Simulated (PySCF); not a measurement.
Computed shifts of a molecule C4H12OSi, PBE0/pcSseg-1 in PySCF, GIAO, gas phase, atoms alike by connectivity averaged where their shifts nearly agree, in ppm (number of nuclei): ¹³C: 52.7 (1), 11.4 (1), 10.4 (1), -1.6 (1). ²⁹Si: 12.8 (1). ¹H: 4.95 (1), 3.77 (3), 1.41 (3), 1.10 (1), 0.45 (3), 0.44 (1). References: ¹³C against TMS (σ = 186.3 ppm); ²⁹Si against TMS (σ = 352.7 ppm); ¹⁷O against H2O (σ = 334.2 ppm); ¹H against TMS (σ = 31.56 ppm), references at their B3LYP-D3(BJ)/def2-TZVP geometries, non-relativistic. Geometry: ωB97X-D3(BJ)/def2-SVP. One conformer was computed; it need not be the lowest.

Question: Which structure fits?
A) CC[C@H](C)O[SiH3]
B) CC[SiH2]COC
C) COC[SiH](C)C
D) CC[Si@H](C)OC

Answer: D, CC[Si@H](C)OC
